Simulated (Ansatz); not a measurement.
CH$_{6}$BN$_{2}$P, SMILES `CN1BNP1`. Total charge 0; spin multiplicity 1. Geometry: relaxed with PBE0-D4/def2-TZVP.

```xyz
11

C    -0.039    0.433    1.617
N    -0.070    0.043    0.242
B     0.578   -0.918   -0.580
N     0.024   -0.547   -1.860
P    -1.074    0.530   -1.077
H    -1.032    0.378    2.077
H     0.336    1.455    1.745
H     0.623   -0.237    2.168
H     1.323   -1.803   -0.282
H    -0.202   -1.127   -2.648
H    -0.466    1.791   -1.402
```

**Question.** What is the dipole moment at ωB97M-V/def2-TZVPP? (An estimate is asked.)

**Answer.** Ansatz gave: 0.41 D, with components (-0.19, 0.03, 0.37) D in this frame, pointing from negative to positive charge.

**Question.** And with PBE, r2SCAN, B3LYP? (Best estimate.)

**Answer.** Computed: PBE 0.42 D, r2SCAN 0.40 D, B3LYP 0.42 D.

**Question.** Give the Mulliken charges with ωB97M-V, PBE, r2SCAN in def2-TZVPP. (Estimate.)

**Answer.** Ansatz gave: 
```json
{"atom": "C1", "ωB97M-V": "-0.24", "PBE": "-0.20", "r2SCAN": "-0.07"}
{"atom": "N2", "ωB97M-V": "-0.23", "PBE": "-0.11", "r2SCAN": "-0.22"}
{"atom": "B3", "ωB97M-V": "0.04", "PBE": "0.01", "r2SCAN": "0.13"}
{"atom": "N4", "ωB97M-V": "-0.31", "PBE": "-0.27", "r2SCAN": "-0.36"}
{"atom": "P5", "ωB97M-V": "0.21", "PBE": "0.14", "r2SCAN": "0.25"}
{"atom": "H6", "ωB97M-V": "0.12", "PBE": "0.10", "r2SCAN": "0.06"}
{"atom": "H7", "ωB97M-V": "0.12", "PBE": "0.10", "r2SCAN": "0.06"}
{"atom": "H8", "ωB97M-V": "0.11", "PBE": "0.09", "r2SCAN": "0.05"}
{"atom": "H9", "ωB97M-V": "0.05", "PBE": "-0.02", "r2SCAN": "-0.02"}
{"atom": "H10", "ωB97M-V": "0.11", "PBE": "0.15", "r2SCAN": "0.15"}
{"atom": "H11", "ωB97M-V": "0.03", "PBE": "0.01", "r2SCAN": "-0.02"}
```

B3LYP here is the variant with VWN-RPA as its local correlation; programs differ in this.
